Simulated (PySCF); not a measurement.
# Input and output of a scripted DFT run

The script drives PySCF SCF with an in-house response code with single-precision fitted integrals, so total energies wander by about 1e-6 Eh between cycles (the fitting error itself is about 1e-3 Eh and cancels in differences); atoms count from 0. Kgrid is the grid level of the response kernel; vcut the energy (Eh) above which virtual orbitals leave the response; delta the states run by ΔSCF (the anion only where the lumo is low enough to bind); pop asks for populations, which are stored and not printed; grid is the SCF grid level (2 if not given).

The bonding changed from the starting structure during the optimisation; the coordinates given are those used. The tight-binding optimisation stopped short of its force threshold. Spin-orbit coupling is left out, which matters for the heavier atoms here. The basis has no diffuse functions, so the polarisability comes out too low.

Job and coordinates (Å):

```
{"job": {"kind": "uv", "basis": "def2-SVP", "grid": 1, "kgrid": 0, "vcut": 1.5, "nstates": 6, "ntriplets": 2, "tda": true, "delta": [], "pop": true, "xc": "PBE0"}, "charge": 0, "multiplicity": 1}
In    -1.265229     0.000483    -5.574887
P     -1.563520     2.603557    -5.211293
In     0.875306     2.057984    -4.240989
P      1.324899    -0.002545    -5.574069
In     0.873838    -2.052190    -4.243244
P     -1.559017    -2.602540    -5.205759
In    -1.937852    -2.240463    -2.577567
P     -1.285634     0.003941    -1.289144
In    -1.937731     2.241430    -2.573054
P     -1.487683     4.474912    -1.395704
In     1.069219     3.667709    -1.152019
P      2.823178     2.211191    -2.496273
In     1.519657    -0.006134    -1.704343
P      2.818567    -2.207481    -2.496699
In     1.070270    -3.665079    -1.159296
P     -1.488242    -4.472203    -1.392645
In    -1.082959    -3.661075     1.111010
P      1.460065    -4.499761     1.363501
P     -2.757921    -2.144499     2.437868
In    -1.343995     0.003668     1.562322
P     -2.754661     2.144994     2.438076
In    -1.076666     3.660586     1.116578
P      1.458911     4.499393     1.357562
In     1.963029     2.332530     2.622129
P      1.231401     0.006779     1.202942
In     1.961686    -2.342241     2.629028
P      1.579385    -2.627149     5.211338
In    -0.938967    -2.028113     4.314685
In    -0.939287     2.027397     4.312976
P      1.581886     2.629017     5.213544
In     1.185826     0.001318     5.606488
P     -1.386890     0.003545     5.795946
```

Command:

```bash
OMP_NUM_THREADS=8 python large_run.py task.json out
```

Task: What does the program print?

Result: 
```
start: PBE on a coarse grid of 214197 points
cycle   1  E = -8398.6569299561  dE = -2.522e+02  |g| = 1.659e+01  |ddm| = 6.132e+01
cycle   2  E = -6903.7224384063  dE =  1.495e+03  |g| = 4.215e+01  |ddm| = 3.714e+02
cycle   3  E = -8205.0668007851  dE = -1.301e+03  |g| = 1.848e+01  |ddm| = 3.575e+02
cycle   4  E = -7539.7763756878  dE =  6.653e+02  |g| = 3.509e+01  |ddm| = 2.073e+02
cycle   5  E = -8357.3249167802  dE = -8.175e+02  |g| = 1.489e+01  |ddm| = 1.881e+02
cycle   6  E = -8160.3525443437  dE =  1.970e+02  |g| = 2.299e+01  |ddm| = 6.338e+01
cycle   7  E = -8438.9883987755  dE = -2.786e+02  |g| = 1.081e+01  |ddm| = 2.765e+01
cycle   8  E = -8262.9697641521  dE =  1.760e+02  |g| = 1.902e+01  |ddm| = 3.224e+01
cycle   9  E = -8483.7327161924  dE = -2.208e+02  |g| = 5.516e+00  |ddm| = 2.629e+01
cycle  10  E = -8443.9216834152  dE =  3.981e+01  |g| = 1.030e+01  |ddm| = 1.880e+01
...
cycle  28  E = -8501.0158452486  dE = -3.725e-02  |g| = 9.626e-02  |ddm| = 1.155e+00
cycle  29  E = -8501.0112833643  dE =  4.562e-03  |g| = 1.300e-01  |ddm| = 3.883e-01
cycle  30  E = -8501.0161783379  dE = -4.895e-03  |g| = 7.409e-02  |ddm| = 3.185e-01
cycle  31  E = -8501.0181551521  dE = -1.977e-03  |g| = 2.284e-02  |ddm| = 1.281e-01
cycle  32  E = -8501.0183526885  dE = -1.975e-04  |g| = 6.360e-03  |ddm| = 4.290e-02
cycle  33  E = -8501.0183563679  dE = -3.679e-06  |g| = 5.164e-03  |ddm| = 1.733e-02
cycle  34  E = -8501.0183723302  dE = -1.596e-05  |g| = 1.138e-03  |ddm| = 9.639e-03
cycle  35  E = -8501.0183714902  dE =  8.401e-07  |g| = 2.826e-04  |ddm| = 2.322e-03
cycle  36  E = -8501.0183720920  dE = -6.018e-07  |g| = 1.505e-04  |ddm| = 6.550e-04
cycle  37  E = -8501.0183705014  dE =  1.591e-06  |g| = 9.507e-05  |ddm| = 3.754e-04
converged SCF energy = -8501.0183705014

Static polarisability (au): isotropic 1100.690, principal 805.760 1098.030 1398.282

Singlet excitations
state   eV       nm        f      main configurations
  1   1.6772    739.2   0.00122   H->L 0.92
  2   1.7716    699.8   0.00048   H-1->L 0.94
  3   1.7877    693.5   0.00270   H-2->L 0.90
  4   1.8565    667.8   0.00009   H->L+1 0.91
  5   1.9621    631.9   0.01428   H-1->L+1 0.71, H-3->L 0.11, H-5->L 0.08
  6   2.0024    619.2   0.00104   H->L+2 0.78

Triplet excitations (Tamm-Dancoff, eV): 1.5901 1.6796
```

The run took 4.2 min of wall time on 8 threads of Intel Xeon 6975P-C (shared host), peak memory 6.9 GiB.
